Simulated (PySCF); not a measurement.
Simulation results for B2ClGeH4, Ge2H6N, ClGeH3OSi, AlGeH4NO and others

All values are calculated (PySCF 2.14.0). Calculation on a computer-drawn molecule: optimised geometry and harmonic frequencies of an isolated molecule of the commonest isotopes, restricted reference for singlets and unrestricted otherwise, frozen core in MP2; on germanium a core potential holds 10 electrons, which the energies leave out, and 3d is frozen in MP2 and coupled-cluster steps.

Common to all runs: charge 0; basis and core potential on germanium cc-pVDZ-PP ECP10MDF.

```yaml
- entry: 1
  formula: B2ClGeH4
  start_structure:
    atoms_angstrom:
      - [B, -3.4202, -0.664, -0.4205]
      - [B, -2.0576, -0.0287, -0.1613]
      - [Ge, -0.3268, 0.8812, 0.1901]
      - [Cl, -0.1408, 1.5442, 2.1941]
      - [H, -4.3331, -0.2014, -0.7425]
      - [H, -3.61, -1.8313, -0.2989]
      - [H, -0.1225, 2.122, -0.6555]
      - [H, 0.8758, 0.011, -0.07]
  given:
    multiplicity: 2
    method: HF
    basis: "cc-pV(D+d)Z"
    drawn_bonds_atom: [1, 2, 3, 1, 1, 3, 3]
    drawn_bonds_other_atom: [2, 3, 4, 5, 6, 7, 8]
    drawn_bonds_order: [1, 1, 1, 1, 1, 1, 1]
  results:
    optimised_atom_element: [B, B, Ge, Cl, H, H, H, H]
    "optimised_atom_x [angstrom]": [-3.476, -2.062, -0.2615, -0.1069, -4.429, -3.585, -0.1218, 0.9076]
    "optimised_atom_y [angstrom]": [-0.7432, -0.01265, 0.9157, 1.566, -0.1077, -1.929, 2.18, -0.03585]
    "optimised_atom_z [angstrom]": [-0.4292, -0.163, 0.1685, 2.25, -0.7901, -0.2761, -0.6702, -0.05417]
    "modes_frequency [cm^-1]": [73.99, 107.2, 181.5, 223.1, 406.2, 432.7, 444.4, 664.1, 750.1, 823.6, 917.2, 932.9, 1093, 1269, 2261, 2265, 2665, 2739]
    "modes_reduced_mass [dalton]": [5.334, 1.045, 1.831, 9.166, 14.2, 8.436, 1.16, 1.357, 1.273, 1.046, 1.33, 1.024, 2.42, 1.641, 1.025, 1.015, 1.055, 1.122]
    "rotational_constants [GHz]": [6.324, 1.805, 1.448]
    "total_energy [hartree]": -804.5375
    spin_squared: 0.7587
    "convergence_status_largest_gradient_component [hartree/bohr]": 2.901e-05
- entry: 2
  formula: Ge2H6N
  start_structure:
    atoms_angstrom:
      - [Ge, 1.9361, 0.6683, 1.9813]
      - ["N", 0.6075, 0.4541, 0.6938]
      - [Ge, 0.0201, 1.7009, -0.3843]
      - [H, 1.1599, 1.772, 2.7492]
      - [H, 1.5685, -0.6225, 2.8197]
      - [H, 0.6598, -0.451, 0.2233]
      - [H, -0.172, 2.9601, 0.445]
      - [H, -1.2894, 1.2242, -0.9825]
      - [H, 0.9348, 2.0575, -1.573]
  given:
    multiplicity: 2
    method: HF
    basis: cc-pVDZ
    drawn_bonds_atom: [1, 2, 1, 1, 2, 3, 3, 3]
    drawn_bonds_other_atom: [2, 3, 4, 5, 6, 7, 8, 9]
    drawn_bonds_order: [1, 1, 1, 1, 1, 1, 1, 1]
  results:
    optimised_atom_element: [Ge, "N", Ge, H, H, H, H, H, H]
    "optimised_atom_x [angstrom]": [1.764, 0.6738, -0.01715, 1.245, 1.672, 0.7358, -0.1707, -1.378, 0.8999]
    "optimised_atom_y [angstrom]": [0.6138, 0.4237, 1.743, 1.817, -0.6837, -0.4804, 2.997, 1.282, 2.051]
    "optimised_atom_z [angstrom]": [2.089, 0.618, -0.4667, 2.897, 2.918, 0.181, 0.3949, -0.9987, -1.66]
    "modes_frequency [cm^-1]": [57.98, 104.2, 149.4, 381.3, 496.6, 629.0, 684.4, 744.2, 782.2, 836.7, 906.9, 944.5, 965.8, 982.6, 1277, 2142, 2170, 2198, 2226, 2249, 3771]
    "modes_reduced_mass [dalton]": [1.212, 1.421, 3.956, 1.311, 2.23, 1.078, 1.122, 1.163, 1.475, 2.353, 1.065, 1.03, 1.055, 1.083, 1.219, 1.016, 1.025, 1.023, 1.021, 1.014, 1.075]
    "rotational_constants [GHz]": [24.24, 1.165, 1.132]
    "total_energy [hartree]": -644.6678
    spin_squared: 0.7571
    "convergence_status_largest_gradient_component [hartree/bohr]": 1.874e-05
- entry: 3
  formula: ClGeH3OSi
  start_structure:
    atoms_angstrom:
      - [O, 0.2297, -0.4352, -2.375]
      - [Si, -0.3418, -0.3024, -0.8211]
      - [Ge, -2.1901, -1.9436, -0.599]
      - [Cl, -2.555, -1.3662, 1.5271]
      - [H, 0.945, 0.1165, -2.6559]
      - [H, -0.8356, 1.0719, -0.5556]
      - [H, 0.7302, -0.596, 0.1627]
  given:
    multiplicity: 1
    method: MP2
    basis: "cc-pV(D+d)Z"
    drawn_bonds_atom: [1, 2, 3, 1, 2, 2]
    drawn_bonds_other_atom: [2, 3, 4, 5, 6, 7]
    drawn_bonds_order: [1, 1, 1, 1, 1, 1]
  results:
    optimised_atom_element: [O, Si, Ge, Cl, H, H, H]
    "optimised_atom_x [angstrom]": [0.2396, -0.3598, -2.214, -2.48, 0.9705, -0.8679, 0.6935]
    "optimised_atom_y [angstrom]": [-0.4418, -0.3277, -1.961, -1.304, 0.1596, 1.041, -0.6213]
    "optimised_atom_z [angstrom]": [-2.411, -0.8411, -0.5924, 1.512, -2.609, -0.5456, 0.1711]
    "modes_frequency [cm^-1]": [60.75, 81.77, 175.4, 235.8, 344.0, 381.3, 391.6, 749.7, 792.5, 821.5, 945.7, 986.1, 2230, 2237, 3873]
    "modes_reduced_mass [dalton]": [3.963, 9.419, 11.57, 1.077, 7.465, 1.19, 40.77, 1.127, 1.116, 4.855, 1.252, 1.108, 1.03, 1.051, 1.066]
    "rotational_constants [GHz]": [4.896, 1.451, 1.134]
    "total_energy [hartree]": -1118.9927
    "convergence_status_largest_gradient_component [hartree/bohr]": 5.525e-06
- entry: 4
  formula: AlGeH4NO
  start_structure:
    atoms_angstrom:
      - ["N", -0.5699, 0.86, -0.5756]
      - [Al, -0.3, -0.8279, -0.0238]
      - [Ge, 1.9892, -1.8697, -0.171]
      - [O, 2.5311, -0.2629, -0.9951]
      - [H, -1.5295, 1.1875, -0.3939]
      - [H, -0.0532, 1.677, -1.012]
      - [H, -1.6323, -1.4439, 0.5571]
      - [H, 1.9735, 0.4152, -1.1034]
  given:
    multiplicity: 1
    method: HF
    basis: "cc-pV(D+d)Z"
    drawn_bonds_atom: [1, 2, 3, 1, 1, 2, 4]
    drawn_bonds_other_atom: [2, 3, 4, 5, 6, 7, 8]
    drawn_bonds_order: [1, 1, 1, 1, 1, 1, 1]
  results:
    optimised_atom_element: ["N", Al, Ge, O, H, H, H, H]
    "optimised_atom_x [angstrom]": [-0.7384, -0.418, 2.117, 2.731, -1.652, -0.04877, -1.708, 2.127]
    "optimised_atom_y [angstrom]": [0.9372, -0.7447, -1.537, -0.4314, 1.343, 1.649, -1.626, 0.1454]
    "optimised_atom_z [angstrom]": [-0.4216, 0.04488, 0.1382, -1.14, -0.5168, -0.5798, 0.3406, -1.583]
    "modes_frequency [cm^-1]": [58.79, 66.36, 201.4, 267.5, 314.4, 493.1, 514.3, 543.6, 572.1, 698.4, 776.2, 828.5, 897.7, 1680, 1941, 3766, 3847, 4167]
    "modes_reduced_mass [dalton]": [4.401, 3.78, 3.156, 8.31, 1.41, 1.218, 1.114, 1.079, 1.08, 11.43, 1.336, 5.004, 1.113, 1.11, 1.043, 1.052, 1.093, 1.068]
    "rotational_constants [GHz]": [6.804, 1.736, 1.416]
    "total_energy [hartree]": -666.9768
    "convergence_status_largest_gradient_component [hartree/bohr]": 1.639e-05
- entry: 5
  formula: BClGeH3N
  start_structure:
    atoms_angstrom:
      - [B, -2.7709, 0.2724, -0.0598]
      - ["N", -1.6403, 0.9877, -0.51]
      - [Ge, -1.5862, 2.8331, -0.5199]
      - [Cl, 0.4749, 3.0234, -1.3489]
      - [H, -2.7808, -0.9276, -0.0639]
      - [H, -3.7275, 0.8915, 0.3296]
      - [H, -0.8442, 0.4668, -0.8341]
  given:
    multiplicity: 1
    method: MP2
    basis: "cc-pV(D+d)Z"
    drawn_bonds_atom: [1, 2, 3, 1, 1, 2]
    drawn_bonds_other_atom: [2, 3, 4, 5, 6, 7]
    drawn_bonds_order: [1, 1, 1, 1, 1, 1]
  results:
    optimised_atom_element: [B, "N", Ge, Cl, H, H, H]
    "optimised_atom_x [angstrom]": [-2.775, -1.62, -1.594, 0.4528, -2.815, -3.712, -0.8114]
    "optimised_atom_y [angstrom]": [0.2677, 0.9561, 2.836, 3.068, -0.938, 0.9334, 0.4238]
    "optimised_atom_z [angstrom]": [-0.05791, -0.5185, -0.5167, -1.34, -0.05016, 0.3235, -0.8478]
    "modes_frequency [cm^-1]": [103.9, 135.6, 268.7, 346.7, 389.0, 593.9, 851.9, 924.2, 1036, 1155, 1227, 1360, 2608, 2699, 3575]
    "modes_reduced_mass [dalton]": [3.152, 4.886, 3.957, 1.138, 38.85, 4.093, 1.102, 1.235, 1.341, 1.558, 1.302, 2.451, 1.055, 1.129, 1.077]
    "rotational_constants [GHz]": [8.514, 2.142, 1.712]
    "total_energy [hartree]": -834.3276
    "convergence_status_largest_gradient_component [hartree/bohr]": 7.598e-06
```
